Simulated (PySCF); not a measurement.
Species: C₂H₆GeO₂S.
SMILES: `[SH][GeH]1[O]CC[O]1`

Jobs on this species (12 atoms, 82 electrons) with PySCF (density fitting). Hardware of each: one thread, Arm Neoverse V1 (aarch64), shared host. Times come from a shared host and carry two figures at best. Peak memory is the resident size of the whole Python process, interpreter and libraries included.

```json
{"level and settings": "delta-SCF UKS HF, pcX-2 on the ionised atom, pcseg-1 elsewhere, spin-free X2C", "work": "ΔSCF core ionisation, 4 holes", "basis functions": "173", "SCF cycles": "?", "wall time": "?", "peak memory": "?"}
{"level and settings": "delta-SCF UKS SCAN, def2-TZVP on the ionised atom, pcseg-1 elsewhere, spin-free X2C", "work": "ΔSCF core ionisation, 4 holes", "basis functions": "150", "SCF cycles": "?", "wall time": "?", "peak memory": "?"}
{"level and settings": "delta-SCF UKS SCAN, pcX-2 on the ionised atom, pcseg-1 elsewhere, spin-free X2C", "work": "ΔSCF core ionisation, 4 holes", "basis functions": "173", "SCF cycles": "67", "wall time": "32 s", "peak memory": "0.56 GiB"}
{"level and settings": "PBE0-D3(BJ)/def2-SVP, grid level 1", "work": "geometry optimisation from a GFN2-xTB start shaken at random", "basis functions": "136", "SCF cycles": "47", "wall time": "67 s", "peak memory": "0.56 GiB"}
{"level and settings": "delta-SCF UKS B3LYP, pcX-2 on the ionised atom, pcseg-1 elsewhere, spin-free X2C", "work": "ΔSCF core ionisation, 4 holes", "basis functions": "173", "SCF cycles": "61", "wall time": "49 s", "peak memory": "0.75 GiB"}
{"level and settings": "delta-SCF UKS SCAN, pcX-1 on the ionised atom, pcseg-1 elsewhere, spin-free X2C", "work": "ΔSCF core ionisation, 4 holes", "basis functions": "153", "SCF cycles": "66", "wall time": "27 s", "peak memory": "0.45 GiB"}
{"level and settings": "delta-SCF UKS PBE0, pcX-2 on the ionised atom, pcseg-1 elsewhere, spin-free X2C", "work": "ΔSCF core ionisation, 4 holes", "basis functions": "173", "SCF cycles": "61", "wall time": "49 s", "peak memory": "0.71 GiB"}
{"level and settings": "delta-SCF UKS PBE, pcX-2 on the ionised atom, pcseg-1 elsewhere, spin-free X2C", "work": "ΔSCF core ionisation, 4 holes", "basis functions": "173", "SCF cycles": "66", "wall time": "20 s", "peak memory": "0.54 GiB"}
{"level and settings": "delta-SCF UKS SCAN, pcX-2 on the ionised atom, pcseg-1 elsewhere, non-relativistic", "work": "ΔSCF core ionisation, 4 holes", "basis functions": "173", "SCF cycles": "67", "wall time": "31 s", "peak memory": "0.59 GiB"}
```

Question: Fill in the missing figures.

Answer: 
- delta-SCF UKS HF, pcX-2 on the ionised atom, pcseg-1 elsewhere, spin-free X2C; ΔSCF core ionisation, 4 holes: 32 s, 0.65 GiB, 53 SCF cycles
- delta-SCF UKS SCAN, def2-TZVP on the ionised atom, pcseg-1 elsewhere, spin-free X2C; ΔSCF core ionisation, 4 holes: 30 s, 0.46 GiB, 67 SCF cycles

Question: What do all jobs in the table cost together?

Answer: About 5.6 min; the longest takes about 20 % of that, and about 3.4 times as long as the shortest.
